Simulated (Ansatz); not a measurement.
System: trimethyl(trifluoromethyl)germane, C4H9F3Ge (charge 0, singlet). 
Coordinates optimised at B3LYP-D3(BJ)/def2-TZVP (Ansatz, an electronic-structure program):
```
Ge
C 1 1.9591
H 2 1.0896 1 110.31
H 2 1.0896 3 108.77 1 -121.10
H 2 1.0903 3 108.67 4 -118.15
C 1 1.9591 2 112.65 3 -175.70
H 6 1.0896 1 110.31 2 55.52
H 6 1.0896 7 108.77 1 -121.10
H 6 1.0903 7 108.67 8 -118.15
C 1 1.9591 2 112.65 3 55.52
H 10 1.0896 1 110.31 2 -55.52
H 10 1.0896 11 108.77 1 121.10
H 10 1.0903 11 108.67 12 118.15
C 1 2.0259 2 106.07 3 -60.09
F 14 1.3587 1 112.46 2 -60.00
F 14 1.3587 15 106.32 1 -123.49
F 14 1.3587 15 106.32 16 -113.02
```

Property: atomisation energy (electronic, to ground-state atoms), in eV. Correlated levels leave the core frozen unless marked. UHF or UKS for open shells. Spin-orbit coupling is left out. The frozen core is the preceding noble-gas configuration, with the filled d and f shells of earlier blocks. No relativistic terms. The coupled-cluster limit lacks core correlation, which all-electron functionals hold. CBS marks a two-point X^-3 extrapolation of the correlation energy; Hartree-Fock from the larger set. [CCSD(T)-MP2]/basis is that difference in the basis named.

| level | program | atomisation energy (eV) |
|---|---|---|
| HF/cc-pVDZ | Ansatz | 47.60 |
| HF/aug-cc-pVTZ | Ansatz | 48.79 |
| revPBE-D3(BJ)/def2-TZVPD | Ansatz + dftd3 | 66.22 |
| B2GP-PLYP-D4/def2-TZVPD | Ansatz + dftd4 | 65.82 |
| PBE-QIDH/def2-TZVPD | Ansatz | 66.24 |
| RI-MP2/aug-cc-pVTZ | Ansatz | 66.72 |
| RI-MP2/cc-pVTZ | Ansatz | 66.28 |
| RI-MP2/cc-pVQZ | Ansatz | 67.26 |
| CCSD/aug-cc-pVTZ | Ansatz | 64.50 |
| RI-MP2/CBS(aug-cc-pVTZ,aug-cc-pVQZ)+[CCSD(T)-MP2]/aug-cc-pVTZ | Ansatz | 66.80 |
